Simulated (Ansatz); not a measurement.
Reaction (cleavage of the Si–Si bond): `C[SiH2][SiH](O)O` + `O[SiH2]S` → `O[SiH2]S[SiH](O)O` + `C[SiH3]`

Calculated with Ansatz (gas phase, PBE0-D4/def2-TZVP geometries, no zero-point term in ΔE). CBS: MP2 limit from def2 TZ/QZ plus the TZ coupled-cluster correction, frozen cores. This one scheme is used for every species. DFT in def2-TZVPP. B3LYP here is the variant with VWN-RPA as its local correlation; programs differ in this. One conformer a species, not always the lowest.

```tsv
species	B3LYP energy (Eh)
`C[SiH2][SiH](O)O`	-772.61194
`O[SiH2]S`	-765.48922
`O[SiH2]S[SiH](O)O`	-1206.87212
`C[SiH3]`	-331.26205
```

**Question.** Work out ΔE.

**Answer.** ΔE = (-1206.87212) + (-331.26205) − (-772.61194) − (-765.48922) = -0.03301 Eh = -0.90 eV. CCSD(T)/CBS gives -1.01 eV.

Largest T1 diagnostic among the species: 0.012.

From PBE to PBE0 (25 % exact exchange), in def2-TZVPP and without D4, ΔE moves by −0.05 eV. The D4 term adds −0.08 eV with B3LYP and −0.04 eV with PBE0; it sums over pairs of atoms, weighted by their polarisabilities, and B3LYP, whose exchange is more repulsive, gets the larger term.
